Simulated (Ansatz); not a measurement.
Consider the isomerisation: `BB(C)OC` → `BCCBO`.

Isolated molecules relaxed with PBE0-D4/def2-TZVP in Ansatz; ΔE leaves out vibrations. CBS: MP2 limit from def2 TZ/QZ plus the TZ coupled-cluster correction, frozen cores. Functionals use def2-TZVPP. B3LYP here is the variant with VWN-RPA as its local correlation; programs differ in this. One conformer a species, not always the lowest.

```tsv
level	ΔE (kJ/mol)	difference from CCSD(T)/CBS
PBE-D4	-56.9	8.7
r2SCAN-D4	-58.9	6.7
PBE0-D4	-60.8	4.8
B3LYP-D4	-55.8	9.8
ωB97X-V	-59.7	5.9
ωB97M-V	-66.1	-0.5
B2PLYP	-61.4	4.2
PBE	-57.4	8.2
r2SCAN	-59.1	6.5
PBE0	-61.4	4.2
B3LYP	-56.5	9.1
HF/def2-TZVPP	-59.1	6.5
MP2/def2-TZVPP	-71.7	-6.1
SCS-MP2/def2-TZVPP	-66.5	-0.9
CCSD/def2-TZVPP	-63.0	2.6
CCSD(T)/def2-TZVPP	-63.0	2.6
HF/def2-QZVPP	-59.3	6.3
MP2/def2-QZVPP	-73.3	-7.7
SCS-MP2/def2-QZVPP	-68.2	-2.6
HF/CBS(def2)	-59.3	6.3
MP2/CBS(def2)	-74.4	-8.8
CCSD/CBS(def2)	-65.6	0.0
CCSD(T)/CBS	-65.6	0
```

Largest T1 diagnostic among the species: 0.013.

In def2-TZVPP, CCSD(T) changes the Hartree–Fock value by −3.9 kJ/mol (the triples alone add −0.1 kJ/mol) and MP2 by −12.6 kJ/mol. From PBE to PBE0 (25 % exact exchange), in def2-TZVPP and without D4, ΔE moves by −4.0 kJ/mol.
